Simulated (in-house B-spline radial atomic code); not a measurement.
A fraction x of an electron is removed from 4d in the zirconium ion Zr²⁺, starting from [Kr] 4d2 and keeping the highest spin. Method: scalar-relativistic (X2C) PW91, spin-polarised, spherical fractional occupations, Fermi nucleus of rms radius 4.2694 fm. Calculated with a radial B-spline atomic code at the basis-set limit.

```
   x  E(x) - E(0) (eV)  4d up level (eV)
   0            0.0000           -17.993
0.05            0.9122           -18.494
0.13            2.4239           -19.303
0.28            5.4346           -20.845
0.38            7.5713           -21.891
 0.5           10.2745           -23.164
0.54           11.2096           -23.593
 0.7           15.1229           -25.329
0.81           17.9757           -26.541
0.91           20.6854           -27.656
   1           23.2200           -28.670
```

The exact functional would give a straight line between the two integer points. Deviations E(x) - E(0) - x[E(1) - E(0)], in eV: -0.249 at x = 0.05, -0.595 at x = 0.13, -1.067 at x = 0.28, -1.252 at x = 0.38, -1.335 at x = 0.5, -1.329 at x = 0.54, -1.131 at x = 0.7, -0.832 at x = 0.81, -0.445 at x = 0.91.

The curve lies below the straight line by up to 1.335 eV (at x = 0.5): convex, the delocalisation error that favours fractional charges.

(1) How well does Slater's transition state (minus the level at half occupation) give the ionisation energy?

## Answers

(1) It gives 23.164 eV against 23.220 eV from the two total energies; NIST lists 23.17 eV, ground level to ground level.
